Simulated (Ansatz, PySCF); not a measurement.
Reaction (SMILES): [CH-]=CCCl -> C=C[CH-]Cl
Each molecule is optimised on its own at B3LYP-D3(BJ)/def2-TZVP (Ansatz, a program for electronic structure), one conformer each, not searched for the lowest.

Quantity: isomerisation energy (enthalpy at 298 K, with B3LYP-D3(BJ) rigid-rotor harmonic-oscillator terms from PySCF), in eV. Correlated levels leave the core frozen unless marked. Spin-orbit coupling is left out. Non-relativistic. Anions need diffuse functions: aug- sets have them; def2-D sets add few; the other sets have none. Basis-set limits of correlation are two-point, X^-3; Hartree-Fock from the larger set. The bracket is a focal-point correction in the basis named.

```
level                                                                             program  isomerisation energy (eV)
-------------------------------------------------------------------------  --------------  -------------------------
r2SCAN/def2-TZVPD                                                                  Ansatz                      -0.69
r2SCAN-D3(BJ)/def2-TZVPD                                                   Ansatz + dftd3                      -0.69
B3LYP-D3(BJ)/def2-TZVPD                                                    Ansatz + dftd3                          ?
SCS-MP2/aug-cc-pV(D+d)Z                                                            Ansatz                      -0.53
SCS-MP2/cc-pV(Q+d)Z                                                                Ansatz                      -0.63
RI-MP2/CBS(aug-cc-pV(T+d)Z,aug-cc-pV(Q+d)Z)+[CCSD(T)-MP2]/aug-cc-pV(T+d)Z          Ansatz                          ?
```

Fill in the missing entries.


- B3LYP-D3(BJ)/def2-TZVPD, isomerisation energy (eV): -0.64
- RI-MP2/CBS(aug-cc-pV(T+d)Z,aug-cc-pV(Q+d)Z)+[CCSD(T)-MP2]/aug-cc-pV(T+d)Z, isomerisation energy (eV): -0.61
